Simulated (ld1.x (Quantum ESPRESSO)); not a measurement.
**What one change does to a pseudopotential (manganese, TM)**

manganese, norm-conserving Troullier–Martins (Kleinman–Bylander form), made with ld1.x (Quantum ESPRESSO) 7.5 (LDA (PZ), scalar-relativistic). Core [Ne] 3s2, reference 3p6 3d5 4s0 4p0 (charge +2). Waves: 3p (bound): rc 0.95 bohr; 3d (bound): rc 1.55 bohr; 4s (bound, empty): rc 2.35 bohr. Local part: the s channel. Core correction: none.

Change: wave 3d (bound): rc 1.55 bohr becomes 3d (bound): rc 2.26 bohr.

Cutoffs: the cutoffs (Ry, on a coarse ladder) from which the occupation-weighted sum of valence levels, in a spherical-Bessel basis at the reference potential, stays within 10 and 1 mRy of its value at 400 Ry; they do not see the model core or the augmentation charge, which bear on the density cutoff. Errors are all-electron minus pseudo energies relative to the spin-unpolarised reference configuration.

Q: What does the change do?

A: The potential gets neither clearly harder nor softer (110 Ry and 200 Ry → 110 Ry and 180 Ry); the p channel sets the loose cutoff, while the largest relative change is in d, which becomes softer; of the 9 tests that both files solve, the error grows in 1 and shrinks in 6 by more than 15 % and 0.3 meV (median size 171.3 → 83.0 meV); neither file shows a bound ghost at the reference potential, the only one tested.

```tsv
quantity	base	changed
cutoff, loose	110 Ry	110 Ry
cutoff, tight	200 Ry	180 Ry
loose cutoff by channel (10 mRy a level)	p 55 Ry, d 90 Ry	p 55 Ry, d 50 Ry
bound ghosts	none	none
error for 3p6 3d5 4s2 4p0, meV [ΔE -24.53 eV]	-12	+5.5
error for 3p6 3d5 4s1 4p0, meV [ΔE -15.88 eV]	-4.6	+0.9
error for 3p6 3d4 4s0 4p0, meV [ΔE 32.81 eV]	-247	+18
error for 3p6 3d3 4s0 4p0, meV [ΔE 83.85 eV]	-908	+557
error for 3p6 3d6 4s1 4p0, meV [ΔE -24.93 eV]	-104	-83
error for 3p6 3d5.5 4s1.5 4p0, meV [ΔE -25.04 eV]	-17	-21
error for 3p6 3d6 4s0 4p0, meV [ΔE -17.51 eV]	-171	-93
error for 3p6 3d5 4s0 4p0 (spin-polarised), meV [ΔE -5.47 eV]	+1186	+1014
error for 3p6 3d5 4s2 4p0 (spin-polarised), meV [ΔE -29.58 eV]	+1134	+968
s: phases at 2.55 bohr within 0.05 rad from the reference energy up to (Ry; the scan ends near 5)	1.6	1.6
p: phases at 2.55 bohr within 0.05 rad from the reference energy up to (Ry; the scan ends near 5)	-2.3	-2.3
d: phases at 2.55 bohr within 0.05 rad from the reference energy up to (Ry; the scan ends near 5)	-0.8	-0.8
```

Base: These tests converged, but a pseudo level misses the all-electron one widely, so the file describes the atom poorly there or has found another state: 3p6 3d4 4s0 4p0: empty 4p by 2.9 eV; 3p6 3d3 4s0 4p0: empty 4p by 4.6 eV (a node warning on the way). Changed file: These tests converged, but a pseudo level misses the all-electron one widely, so the file describes the atom poorly there or has found another state: 3p6 3d4 4s0 4p0: empty 4p by 2.9 eV (a node warning on the way); 3p6 3d3 4s0 4p0: empty 4p by 4.5 eV (a node warning on the way).
